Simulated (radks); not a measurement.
Question: Radial electron density D(r) = 4 pi r^2 rho(r) of an atom or ion with 8 electrons. Calculated with a radial shooting solver on a logarithmic mesh with Libxc functionals: non-relativistic Kohn-Sham, PBE, spin-unpolarised, spherical densities, point nucleus.

```
   r/bohr * D(r) (the largest magnitude, 44.1, reaches the edge; | marks zero)
 0.001362 |*
 0.001523 |*
  0.00169 |*
  0.00189 | *
 0.002114 | *
 0.002346 |  *
 0.002624 |  *
 0.002935 |   *
 0.003256 |    *
 0.003642 |     *
 0.004074 |      *
 0.004521 |       *
 0.005056 |         *
  0.00561 |          *
 0.006275 |             *
 0.007019 |               *
 0.007788 |                  *
 0.008711 |                     *
 0.009744 |                        *
  0.01081 |                            *
  0.01209 |                                *
  0.01353 |                                    *
  0.01501 |                                        *
  0.01679 |                                            *
  0.01878 |                                               *
  0.02083 |                                                  *
   0.0233 |                                                    *
  0.02607 |                                                      *
  0.02892 |                                                      *
  0.03235 |                                                     *
  0.03618 |                                                   *
  0.04015 |                                                *
  0.04491 |                                             *
  0.04983 |                                          *
  0.05574 |                                      *
  0.06234 |                                    *
  0.06917 |                                   *
  0.07737 |                                    *
  0.08654 |                                      *
  0.09603 |                                         *
   0.1074 |                                            *
   0.1201 |                                              *
   0.1333 |                                              *
   0.1491 |                                            *
   0.1668 |                                       *
   0.1851 |                                 *
    0.207 |                          *
   0.2315 |                  *
   0.2569 |            *
   0.2873 |       *
   0.3214 |   *
   0.3566 | *
   0.3989 |*
   0.4426 *
    0.495 *
   0.5537 *
   0.6144 *
   0.6872 *
```

What is the nuclear charge?

Answer: Z = 37. The innermost maximum, from 1s, lies near 1/Z = 0.027 bohr (found: 0.0282), and its height grows with Z. The density is that of the rubidium ion Rb29+ in [He] 2s2 2p4; the configuration itself is not fixed sharply by these data, and Z only to a few units. D(r) has 2 maxima, at r = 0.0282, 0.128 bohr, and minima at 0.0697 bohr, inside which lie 2.23 electrons.
